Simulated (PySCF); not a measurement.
Delta-SCF ions had no search for a lower state. Excitations are Tamm–Dancoff values on a coarser integration grid. The basis has no diffuse functions, so Rydberg states are missing or too high.

# cyclo[14]carbon `c1c#cc#cc#cc#cc#cc#cc#1` (charge 0, multiplicity 1)

Calculation: CAM-B3LYP-D3(BJ)/def2-SVP in PySCF.

```
Quantity                                                                Result
--------------------------------------  --------------------------------------
HOMO                                                                  -8.07 eV
dipole moment                                                           0.00 D
LUMO                                                                  -2.02 eV
HOMO–LUMO gap                                                          6.05 eV
S1 excitation (TDA)                                                    2.90 eV
S1 oscillator strength                                                   0.002
vertical electron affinity (Delta-SCF)                                 1.38 eV
total energy                                                      -532.2927 Ha
cost                                    about 11 core-minutes (a rough figure)
```

Bond lengths (Å): C1–C2 1.259, C1–C14 1.319, C2–C3 1.319, C3–C4 1.259, C4–C5 1.319, C5–C6 1.259, C6–C7 1.319, C7–C8 1.259, C8–C9 1.319, C9–C10 1.259, C10–C11 1.319, C11–C12 1.259, C12–C13 1.319, C13–C14 1.259. Bond angles (°): C2–C1–C14 163.9, C1–C2–C3 144.7, C2–C3–C4 163.9, C3–C4–C5 144.7, C4–C5–C6 163.9, C5–C6–C7 144.7, C6–C7–C8 163.9, C7–C8–C9 144.7, C8–C9–C10 163.9, C9–C10–C11 144.7, C10–C11–C12 163.9, C11–C12–C13 144.7, C12–C13–C14 163.9, C1–C14–C13 144.7.
